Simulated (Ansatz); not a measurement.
Stretching the Ca1–O2 bond in CaO (multiplicity 1 held). Energies count from the point at 1.824 Å.


Signs of static correlation in def2-SVPD, from Ansatz (a program for electronic structure) runs.

```csv
R (Å),T1 of restricted CCSD,⟨S²⟩ of UHF,largest double amplitude of restricted CCSD
1.459,0.022,0.000,0.038
1.641,0.031,0.994,0.034
1.824,0.050,0.993,0.032
2.006,0.081,1.009,0.071
2.189,0.100,1.009,0.156
2.462,…,1.011,0.333
2.736,0.124,1.014,0.410
3.192,0.197,1.029,0.508
3.648,…,1.663,0.594
4.195,0.290,1.924,0.643
4.924,0.304,1.988,0.565
5.836,0.182,2.005,0.231
7.295,0.012,2.009,0.255
```

Complete the blanks.


- 2.462, T1 of restricted CCSD: 0.070
- 3.648, T1 of restricted CCSD: 0.248

Doubts at one or more of the structures used: a restricted determinant that unrestricted orbitals would lower (R-CCSD(T)/def2-SVPD); T1 above 0.05 (R-CCSD(T)/def2-SVPD, U-CCSD(T)/def2-SVPD); other coupled-cluster roots lie near (R-CCSD(T)/def2-SVPD); a spin-contaminated determinant (U-CCSD(T)/def2-SVPD); the program's own flag: large difference (U-CCSD(T)/def2-SVPD); the program's own flag: other amplitudes (U-CCSD(T)/def2-SVPD).
